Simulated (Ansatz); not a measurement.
```yaml
crystal:
  periodic: [false, false, false]
  atoms:
    - {symbol: C, position_ang: [-1.145911, 1.625748, -0.048996]}
    - {symbol: Ga, position_ang: [-0.469060, -0.161372, 0.179024]}
    - {symbol: C, position_ang: [1.261022, -0.999770, -0.137827]}
    - {symbol: F, position_ang: [-1.701209, -1.262167, 0.816003]}
    - {symbol: H, position_ang: [-0.551936, 2.452607, -0.427680]}
    - {symbol: H, position_ang: [-2.171549, 1.884417, 0.197508]}
    - {symbol: H, position_ang: [1.139342, -1.841620, -0.822544]}
    - {symbol: H, position_ang: [1.652524, -1.395022, 0.801996]}
    - {symbol: H, position_ang: [1.986766, -0.302810, -0.557475]}
basis:
  gaussian: {orbitals: cc-pVDZ, final_grid: {core_spheres: 20, valence_spheres: 16, degree: 47}}
total_charge: 1
hamiltonian: {xc: {name: PBE1PBE}}
```

```sh
$ ansatz run in.yaml --threads 4 --pin off --events-out ev --progress --plain --max-ram 10444MiB
```

Problem. How does Ansatz answer? (Best estimate.)

Solution. The calculation gave: The input was rejected before any iteration.
```
Error: YAML parse error: error: line 16 column 19: hamiltonian.xc: no functional is named "PBE1PBE"; the names, which are not case-sensitive, are SVWN5, SPW92, PBE, PBE0, PBEsol, revPBE, revPBE0, RPBE, rPW86-PBE, HSE06, wPBEh, LC-wPBE, HISS, HF, BLYP, B3LYP, B3LYP5, BHLYP, CAM-B3LYP, r2SCAN, r2SCANh, r2SCAN0, r2SCAN50, m-r2SCAN, B97, wB97, wB97X, wB97X-V, B97M-V, wB97M-V, B2PLYP, B2GP-PLYP, PBE0-DH, PBE-QIDH
14 |   gaussian: {orbitals: cc-pVDZ, final_grid: {core_spheres: 20, valence_spheres: 16,…
15 | total_charge: 1
16 | hamiltonian: {xc: {name: PBE1PBE}}
```

HSE06 is defined as in plane-wave codes.
